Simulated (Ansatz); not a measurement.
`CB(N)[SiH2]Cl` from Hartree–Fock to CCSD(T)

```xyz
12

C     1.4604   -0.1158    0.6795
B     0.0479    0.3224    0.1562
N    -0.3945    1.6351    0.2790
Si   -1.1942   -1.0064   -0.7331
Cl   -0.2031   -1.9055   -2.3212
H     1.3663   -0.8949    1.4440
H     2.0447   -0.5677   -0.1289
H     2.0467    0.7045    1.1052
H    -1.2847    1.9631   -0.0559
H     0.1628    2.3593    0.7064
H    -1.6266   -2.1104    0.1672
H    -2.4257   -0.3838   -1.2985
```

Total charge 0; spin multiplicity 1. The geometry is a stationary point of PBE0-D4/def2-TZVP. It is one conformer, not always the lowest. Frozen core, restricted reference, Ansatz. CBS rows extrapolate triple and quadruple zeta; past MP2 they add the triple-zeta difference.

```
     basis     HF (Eh)  MP2 corr.  CCSD corr.       (T)  CCSD(T) total
def2-TZVPP  -869.68441          ?    -0.86325  -0.03446              ?
def2-QZVPP           ?   -0.86456           –         –              –
 CBS(def2)           ?   -0.91052           ?     as TZ              ?
```

**Question.** Fill in the withheld values. (Estimate.)

**Answer.** Ansatz gave: def2-TZVPP MP2 corr.: -0.80252; def2-TZVPP CCSD(T) total: -870.58212; def2-QZVPP HF (Eh): -869.71187; CBS(def2) HF (Eh): -869.71565; CBS(def2) CCSD corr.: -0.97125; CBS(def2) CCSD(T) total: -870.72136.
